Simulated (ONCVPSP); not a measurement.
## Pseudopotential generation for sulfur: ONCV, PBE, scalar-relativistic.

```
Element                 : S
Generator               : ONCVPSP 4.0.1
Type                    : optimised norm-conserving Vanderbilt (ONCV)
Functional              : PBE
Relativity              : scalar-relativistic
Frozen core             : [He]
Valence charge          : 14
Reference configuration : 2s2 2p6 3s2 3p1 (charge +3)
Partial waves           : 2s+3s: rc 0.95 bohr, ncon 4, nbas 8, qcut 11.9 1/bohr, 2 projectors; 2p+3p: rc 0.80 bohr, ncon 5, nbas 8, qcut 13.3 1/bohr, 2 projectors
Local potential         : polynomial inside 0.65 bohr (lpopt 5, dvloc0 2 Ha)
Core correction         : none
```

All-electron outer shells of the reference configuration (PBE, scalar-relativistic, ld1.x):

```tsv
shell	level (eV)	outermost node (bohr)	outermost maximum (bohr)
1s	-2449.14	–	0.06
2s	-253.39	0.13	0.39
2p	-198.34	–	0.33
3s	-52.24	0.60	1.34
3p	-40.27	0.57	1.44
```

What the tests gave:

- Cutoffs needed: 286 Ha and 327 Ha (the cutoffs (Ha) at which the residual kinetic energy of the hardest occupied pseudo-wave falls to 1 and 0.1 mHa per electron)
- Ghost test: no bound ghost flagged; no localised positive-energy state flagged
- Largest excitation error: +17 meV (all-electron minus pseudo) for 2s2 2p6 3s1 3p4, out of 4 test configurations

Generation and tests took about 2 s on one core of a shared server CPU.
